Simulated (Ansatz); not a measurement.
`C=C=NC` + `[OH][Ge]([OH])([Cl])[Cl]` → `C[O][Ge]([OH])([Cl])[Cl]` + `C=C=N`  (substitution at a C–N bond)

Isolated molecules relaxed with PBE0-D4/def2-TZVP in Ansatz; ΔE leaves out vibrations. CBS: MP2 limit from def2 TZ/QZ plus the TZ coupled-cluster correction, frozen cores. This one scheme is used for every species. Functionals use def2-TZVPP. For Ge outer-core shells are correlated without core-valence functions, which leaves a few kJ/mol of doubt a bond. Scalar relativity is left out up to krypton. One conformer a species, not always the lowest.

```csv
level,ΔE (kJ/mol)
B2PLYP,32.1
SCS-MP2/def2-TZVPP,32.1
CCSD(T)/def2-TZVPP,29.4
HF/def2-QZVPP,28.3
```

(1) What does CCSD(T)/CBS give? (Best estimate.)

Largest T1 diagnostic among the species: 0.015.

Answers

(1) The calculation gave: +30.8 kJ/mol. The listed levels differ from it by 1.3, 1.3, -1.4, -2.5 kJ/mol.

The D4 term adds −3.4 kJ/mol with B3LYP and −2.1 kJ/mol with PBE0; it sums over pairs of atoms, weighted by their polarisabilities, and B3LYP, whose exchange is more repulsive, gets the larger term.

B3LYP here is the variant with VWN-RPA as its local correlation; programs differ in this.
